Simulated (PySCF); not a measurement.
Spinor energies of Sn (tin, neutral)

Start: [Kr] 4d10 5s2 5p2; 5p1/2 filled at m_j = -1/2, +1/2. Calculated with PySCF 2.14 in x2c-QZVPPall-2c (13s13p9d4f1g, 134 functions): generalised Hartree-Fock with the X2C-1e Hamiltonian and a Gaussian nucleus; one run each with spin-orbit coupling (SO) switched off, then screened by Boettger's factors.

| spinor shell | electrons | ε, spin-free (eV) | ε, screened SO (eV) | weight of nominal j (screened SO) | rms radius, screened SO (bohr) |
| --- | --- | --- | --- | --- | --- |
| 1s1/2 | 2 | -29347.4 | -29344.9 | 1.000 | 0.0333 |
| 2s1/2 | 2 | -4523.5 | -4522.7 | 1.000 | 0.136 |
| 2p1/2 | 2 | -4053.6 | -4213.6 | 1.000 | 0.118 |
| 2p3/2 | 4 | -4053.6 | -3980.5 | 1.000 | 0.123 |
| 3s1/2 | 2 | -912.93 | -912.60 | 1.000 | 0.361 |
| 3p1/2 | 2 | -755.53 | -785.59 | 1.000 | 0.354 |
| 3p3/2 | 4 | -755.53 | -741.56 | 1.000 | 0.366 |
| 3d3/2 | 4 | -514.04 | -519.17 | 1.000 | 0.339 |
| 3d5/2 | 6 | -514.04 | -510.21 | 1.000 | 0.343 |
| 4s1/2 | 2 | -160.06 | -159.89 | 1.000 | 0.874 |
| 4p1/2 | 2 | -110.10 | -115.51 | 1.000 | 0.930 |
| 4p3/2 | 4 | -110.10 | -107.42 | 1.000 | 0.960 |
| 4d3/2 | 4 | -35.570 | -36.162 | 0.995 | 1.18 |
| 4d5/2 | 6 | -35.570 | -34.934 | 0.996 | 1.19 |
| 5s1/2 | 2 | -13.804 | -13.738 | 0.999 | 2.66 |
| 5p1/2 | 2 | -7.202 | -7.259 | 0.629 | 3.43 |

```tsv
quantity	spin-free	screened SO
E (hartree)	-6173.12641	-6174.60762
M_J	0	0
⟨J²⟩	2.013	1.372
⟨L²⟩	2.008	2.022
⟨S²⟩	2.004	1.960
```

The determinant has a definite M_J but mixes levels of different J.

Each row is a mean over spinors that exchange with the open shell spreads, by up to 3.377 eV (5s1/2).

Rows whose weight is well below 1 are mixtures of j = l ± 1/2: exchange outweighs spin-orbit coupling there, and the label is only the starting occupation.

Breit and QED terms are absent; they matter most for the inner s and p1/2 levels.

Densities and radii are taken from the X2C orbitals without a picture-change correction, which distorts them close to the nucleus.

Without spin-orbit coupling the j labels of p, d and f shells carry no meaning; the spin-free column gives the mean over the occupied spinors of each nl shell.
